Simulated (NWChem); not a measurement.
Everything below was run with NWChem. System: BiCl$_{3}$, charge 0, spin multiplicity 1, at a geometry optimised with PBE0/def2-SVP with def2 effective core potentials on Bi. The structure started from a generated list of species. Level: constrained PBE/def2-SVP with def2 effective core potentials on Bi.

Output (cleaned and shortened):

```
             Northwest Computational Chemistry Package (NWChem) 7.3.0
             --------------------------------------------------------

                                NWChem Input Module
                                -------------------

 Scaling coordinates for geometry "geometry" by  1.889725989
 (inverse scale =  0.529177249)

                             Geometry "geometry" -> ""
                             -------------------------

 Output coordinates in angstroms (scale by  1.889725989 to convert to a.u.)

  No.       Tag          Charge          X              Y              Z
 ---- ---------------- ---------- -------------- -------------- --------------
    1 Bi                  83.0000     0.00210300     0.44683200     0.00000000
    2 Cl                  17.0000    -1.08361300    -0.72211600     1.87096900
    3 Cl                  17.0000    -1.08361300    -0.72211600    -1.87096900
    4 Cl                  17.0000     2.15696100    -0.73735900     0.00000000

 Effective nuclear repulsion energy (a.u.)    1033.6229883785

            Nuclear Dipole moment (a.u.)
            ----------------------------
        X                 Y               Z
 ---------------- ---------------- ----------------
     0.0000831479     0.0000170075     0.0000000000


 Summary of "ao basis" -> "" (spherical)
 ------------------------------------------------------------------------------
       Tag                 Description            Shells   Functions and Types
 ---------------- ------------------------------  ------  ---------------------
 *                          def2-svp                  on all atoms

 Summary of "ao basis" -> "ao basis" (spherical)
 ------------------------------------------------------------------------------
       Tag                 Description            Shells   Functions and Types
 ---------------- ------------------------------  ------  ---------------------
 Bi                         def2-svp                10       26   4s4p2d
 Cl                         def2-svp                 8       18   4s3p1d

 Summary of "ao basis" -> "ao basis" (spherical)
 ------------------------------------------------------------------------------
       Tag                 Description            Shells   Functions and Types
 ---------------- ------------------------------  ------  ---------------------
 Bi                         def2-svp                10       26   4s4p2d
 Cl                         def2-svp                 8       18   4s3p1d
[...]
    14      0.181171  1 Bi px                39     -0.178025  2 Cl pz
    57      0.178025  3 Cl pz                15      0.137099  1 Bi py

 Vector   38  Occ=0.000000D+00  E=-5.515405D-02
              MO Center=  1.3D-01,  8.7D-02, -1.6D-07, r^2= 4.7D+00
   Bfn.  Coefficient  Atom+Function         Bfn.  Coefficient  Atom+Function
  ----- ------------  ---------------      ----- ------------  ---------------
     3      0.522744  1 Bi s                 15     -0.489991  1 Bi py
    12     -0.431231  1 Bi py                14     -0.363953  1 Bi px
    39      0.340003  2 Cl pz                57     -0.340003  3 Cl pz
    11     -0.249409  1 Bi px                 1     -0.223726  1 Bi s
    74      0.220930  4 Cl py                73      0.202457  4 Cl px

 Vector   39  Occ=0.000000D+00  E=-4.745526D-02
              MO Center=  1.9D-01,  2.3D-01,  3.3D-07, r^2= 4.6D+00
   Bfn.  Coefficient  Atom+Function         Bfn.  Coefficient  Atom+Function
  ----- ------------  ---------------      ----- ------------  ---------------
    16      0.700328  1 Bi pz                13      0.516357  1 Bi pz
    75     -0.301607  4 Cl pz                 7     -0.243560  1 Bi pz
    38     -0.230179  2 Cl py                56      0.230179  3 Cl py
    30     -0.218415  2 Cl s                 48      0.218415  3 Cl s
    72     -0.215592  4 Cl pz                37     -0.205807  2 Cl px

 Vector   40  Occ=0.000000D+00  E=-3.381916D-02
              MO Center=  4.7D-01,  1.5D-01,  1.8D-08, r^2= 4.5D+00
   Bfn.  Coefficient  Atom+Function         Bfn.  Coefficient  Atom+Function
  ----- ------------  ---------------      ----- ------------  ---------------
    14      0.584942  1 Bi px                73      0.444852  4 Cl px
    11      0.430812  1 Bi px                74     -0.279169  4 Cl py
    70      0.274369  4 Cl px                15     -0.271016  1 Bi py
    66     -0.262021  4 Cl s                  3      0.246683  1 Bi s
    12     -0.233853  1 Bi py                 5     -0.201165  1 Bi px

     ---------------------------------------------
      Total Density - Mulliken Population Analysis
     ---------------------------------------------

    Atom       Charge   Shell Charges
 -----------   ------   -------------------------------------------------------
    1 Bi  23    23.01   2.94 -0.86  1.42  0.46  4.72  1.29  1.47  1.25  9.69  0.64
    2 Cl  17    17.35   2.00  1.98  1.26  0.72  5.93  2.12  3.33  0.01
    3 Cl  17    17.35   2.00  1.98  1.26  0.72  5.93  2.12  3.33  0.01
    4 Cl  17    16.28   2.00  1.98  1.38  0.47  5.92  2.06  2.46  0.01

     -------------------------------------------
      Total Density - Lowdin Population Analysis
     -------------------------------------------

    Atom       Charge   Shell Charges
 -----------   ------   -------------------------------------------------------
    1 Bi  23    23.13   1.48  0.49  1.15  0.77  4.08  1.68  1.56  1.44  9.32  1.17
    2 Cl  17    17.23   2.00  1.96  1.08  0.85  5.82  2.27  3.25  0.01
    3 Cl  17    17.23   2.00  1.96  1.08  0.85  5.82  2.27  3.25  0.01
    4 Cl  17    16.40   2.00  1.96  1.11  0.78  5.81  2.10  2.63  0.01

 center of mass
 --------------
 x =   0.00048483 y =   0.10289713 z =   0.00000000

 moments of inertia (a.u.)
 ------------------
        1218.070159402745           2.494483513891           0.000000000000
           2.494483513891        1748.512782410174           0.000000000000
           0.000000000000           0.000000000000        1218.056531014391

     Multipole analysis of the density
     ---------------------------------

     L   x y z        total         alpha         beta         nuclear
     -   - - -        -----         -----         ----         -------
     0   0 0 0      0.000000    -37.000000    -37.000000     74.000000

     1   1 0 0      2.772254      1.505308      1.505308     -0.238362
     1   0 1 0      0.296764     25.480075     25.480075    -50.663386
     1   0 0 1      0.000002      0.000001      0.000001      0.000000

     2   2 0 0    -41.779312   -233.395939   -233.395939    425.012566
     2   1 1 0     -5.329512     -1.930349     -1.930349     -1.468814
     2   1 0 1     -0.000003     -0.000001     -0.000001      0.000000
     2   0 2 0    -48.332569    -80.525493    -80.525493    112.718416
     2   0 1 1     -0.000002     -0.000001     -0.000001      0.000000
     2   0 0 2    -56.036248   -240.528322   -240.528322    425.020396

 Task  times  cpu:        3.0s     wall:        3.0s

 Total times  cpu:        3.1s     wall:        3.1s
```

Write an NWChem input that would produce this output.

One answer among several that fit: 
```
start mol
memory heap 200 mb stack 900 mb global 1100 mb
geometry units angstroms nocenter noautoz noautosym
  Bi     0.002103     0.446832     0.000000
  Cl    -1.083613    -0.722116     1.870969
  Cl    -1.083613    -0.722116    -1.870969
  Cl     2.156961    -0.737359     0.000000
end
basis spherical
  * library def2-svp
end
ecp
  Bi library def2-ecp
end
dft
  xc xpbe96 cpbe96
  semidirect memsize 60000000 filesize 0
  iterations 100
  convergence nolevelshifting
  cdft 4 4 charge 0.6 pop lowdin
end
task dft energy
```
